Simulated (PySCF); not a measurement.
**Shifts of the heteroatoms**

Atoms are numbered as in `[F:1][C:2]([F:3])([F:4])[C:5]([F:6])([F:7])[F:8]`.

PySCF 2.14 calculation with GFN2-xTB structure, couplings computed with B3LYP/pcJ-1 and PBE0/pcSseg-1 with gauge-including orbitals; gas phase, equivalent nuclei averaged, a single conformation, non-relativistic.

Q: Where does $^{19}$F resonate?

A: 
```json
{"atoms": "F1/F3/F4/F6/F7/F8", "environment": "fluorine of a CF3 group", "σ (ppm)": "271.2", "δ (ppm)": "-84.0"}
```

Shieldings were converted by a linear fit to measured shifts: $^{19}$F (scatter 6.0 ppm rms, 7.0 ppm with the 5 outliers that the fit left out vs CFCl3, solution or neat liquid, with a term for F on sp3 carbon). Occasional misses reach two or three times the rms, and more in compound classes unlike the fitted ones. Couplings are scaled by factors fitted to measured values: $^{1}J$(C,F) × 0.77 (rms 8.7 Hz), $^{2}J$(C,F) × 1.14 (rms 1.9 Hz, 10.1 with 1 outliers); all others are unscaled and can be 10–30 % off.

Couplings (the largest are listed; each averaged over equivalent pairs): $^{1}J$(F1,C2) = -278.5 Hz, $^{2}J$(F1,F3) = 63.9 Hz, $^{2}J$(F1,C5) = 54.9 Hz, $^{3}J$(F1,F6) = 2.8 Hz.

On a 400 MHz spectrometer $^{19}$F resonates near 376.4 MHz, so 1 ppm is 376.4 Hz.
